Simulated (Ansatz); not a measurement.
Reaction (silylene formation by 1,1-elimination): `ClC[SiH2]Cl` → `ClCCl` + `[SiH2]`

Computed with Ansatz on PBE0-D4/def2-TZVP structures; ΔE is electronic, products minus reactants. CCSD(T)/CBS adds triple-zeta CCSD(T) − MP2 to the extrapolated MP2 energy (def2 sets, frozen cores). This one scheme is used for every species. Functionals use def2-TZVPP. One conformer a species, not always the lowest.

```json
{"level": "r2SCAN0", "ΔE (kcal/mol)": "100.9"}
{"level": "MP2/def2-SVP", "ΔE (kcal/mol)": "96.1"}
```

Question: What does CCSD(T)/CBS give? (An estimate is asked.)

Answer: The calculation gave: +95.8 kcal/mol. The listed levels differ from it by 5.1, 0.3 kcal/mol.

Largest T1 diagnostic among the species: 0.014.

From PBE to PBE0 (25 % exact exchange), in def2-TZVPP and without D4, ΔE moves by +3.7 kcal/mol. Leaving LDA and LC-ωPBE aside and taking each functional with its dispersion term where it has one, the values, not all of them listed here, spread over 11.6 kcal/mol, from BLYP-D4 to r2SCAN0-D4. LDA lies +7.9 kcal/mol from PBE without D4. In def2-TZVPP, CCSD(T) changes the Hartree–Fock value by +0.9 kcal/mol (the triples alone add +0.6 kcal/mol) and MP2 by +6.9 kcal/mol.
